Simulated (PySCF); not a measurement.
Input of a run (PBE0-D3(BJ)/def2-SVP geometry optimisation, gas phase (PySCF 2.14.0)), started from GFN2-xTB:
```
{"job": {"xc": "PBE0", "basis": "def2-SVP", "d3": "d3bj", "grid": 1, "kind": "geom"}, "charge": 0, "multiplicity": 1}
C      1.987446    -0.005569    -0.083953
C      0.566633    -0.211889     0.313016
Cl     0.380353    -0.918260     1.889234
C     -0.488102     0.085692    -0.437602
C     -1.904808    -0.093423    -0.049049
Br    -2.768668     1.667299     0.210531
H      2.046234     0.426180    -1.079331
H      2.524247    -0.953221    -0.071160
H      2.476965     0.662850     0.623365
H     -0.317184     0.538075    -1.404676
H     -2.486075    -0.578228    -0.832238
H     -2.015842    -0.620191     0.895837
```

Output (energies in Eh, forces in Eh/bohr):
```
step   0  E = -3189.18255433  max force = 0.016503
step   1  E = -3189.18337869  max force = 0.002031
step   2  E = -3189.18340187  max force = 0.000495
step   3  E = -3189.18340098  max force = 0.000347
optimisation converged
```

Question: Summarise the run.

Answer: The energy falls by 0.53 kcal/mol over 4 energy and gradient evaluations, the largest force component goes from 0.0165 to 3.5e-04 Eh/bohr, and the atoms move by 0.031 Å rms after alignment. Among the bonds, C2=C4, C5–Br6, C1–H7, C1–H8, C1–H9 and C4–H10 change most and about equally (-0.013 to +0.013 Å). Bonds longer at the end by more than 0.005 Å: 8 of 11; shorter: 1. The energy never rose by more than 1e-6 Eh on the way. The first step brought 97 % of the lowering.

Question: What are the final bond lengths?

Answer: C1–C2 1.489 Å, C2–Cl3 1.743 Å, C2=C4 1.340 Å, C4–C5 1.478 Å, C5–Br6 1.965 Å, C1–H7 1.098 Å, C1–H8 1.101 Å, C1–H9 1.101 Å, C4–H10 1.094 Å, C5–H11 1.097 Å, C5–H12 1.095 Å. Numbering counts from 1 in the input's order; the species is `C/C(Cl)=C/CBr`.

The run used 136 basis functions and 26 SCF cycles in all. On an Intel Xeon Platinum 8488C with one thread, no GPU, shared host with 192 logical CPUs at a one-minute load of 120, this took 48 s of wall time and 0.55 GiB of memory at its peak.

Stationary, but not proved a minimum. One conformer, not necessarily the lowest.

The values belong to the conformer `[CH3:1]/[C:2]([Cl:3])=[CH:4]/[CH2:5][Br:6]`: C2–C4–C5–Br6 109°.
